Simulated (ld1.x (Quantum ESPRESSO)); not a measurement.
Logarithmic derivatives: sulfur, ultrasoft

S, ultrasoft, made with ld1.x (Quantum ESPRESSO) 7.5 (PBE, non-relativistic). Core [He], reference 2s2 2p6 3s2 3p3.5 (charge +0.5). Waves: 2s (bound): rcut 0.65, rcutus 0.75 bohr; 3s (bound): rcut 0.65, rcutus 0.75 bohr; 2p (bound): rcut 0.65, rcutus 0.75 bohr; 3p (bound): rcut 0.65, rcutus 0.75 bohr. Local part: all-electron potential smoothed inside 0.70 bohr (lloc = -1). Core correction: a·sin(br)/r model core inside 0.40 bohr. Augmentation charge: PSQ, radius 0.55 bohr.

The phase is arctan(r·u′/u) with u = r·R(r), unwrapped; energies in Ry, scanned from -18 to 5 Ry. A pole is an energy at which the radial function vanishes at the test radius. The pseudo phase is shifted by a multiple of π to meet the all-electron one at the reference energy, and phase errors are pseudo minus all-electron; the curves can meet again beyond the range given. Levels narrower than the energy grid can be missing from the lists of poles.

```json
{"channel": "s", "radius (bohr)": "0.85", "reference energy (Ry)": "-1.63", "poles, all-electron": "-13.13", "poles, pseudo": "-13.13", "unbroken range about the reference energy with phases within 0.05 rad": "the whole range", "phase error 1 Ry above the reference energy (rad)": "+0.000"}
{"channel": "p", "radius (bohr)": "0.85", "reference energy (Ry)": "-0.86", "poles, all-electron": "-9.78", "poles, pseudo": "-9.78", "unbroken range about the reference energy with phases within 0.05 rad": "the whole range", "phase error 1 Ry above the reference energy (rad)": "-0.000"}
```

The ghost test of this file was not conclusive. Its overlap operator is not positive definite in a basis up to 400 Ry (lowest eigenvalue s -0.02), so the file is unfit for use: the generalised eigenproblem breaks down once the basis is large enough, and its test numbers describe a broken file.

Phases in the s channel:

| E (Ry) | all-electron | pseudo |
| --- | --- | --- |
| -18.00 | 0.140 | 0.142 |
| -17.04 | -0.632 | -0.632 |
| -16.08 | -1.130 | -1.130 |
| -15.12 | -1.364 | -1.364 |
| -14.16 | -1.489 | -1.489 |
| -13.20 | -1.566 | -1.566 |
| -12.24 | -1.620 | -1.620 |
| -11.28 | -1.661 | -1.661 |
| -10.32 | -1.693 | -1.693 |
| -9.36 | -1.721 | -1.721 |
| -8.40 | -1.745 | -1.745 |
| -7.44 | -1.768 | -1.768 |
| -6.48 | -1.789 | -1.789 |
| -5.52 | -1.810 | -1.810 |
| -4.56 | -1.831 | -1.831 |
| -3.60 | -1.853 | -1.853 |
| -2.64 | -1.876 | -1.876 |
| -1.68 | -1.900 | -1.900 |
| -0.72 | -1.926 | -1.926 |
| 0.24 | -1.955 | -1.955 |
| 1.20 | -1.988 | -1.987 |
| 2.16 | -2.025 | -2.024 |
| 3.12 | -2.067 | -2.067 |
| 4.08 | -2.118 | -2.117 |
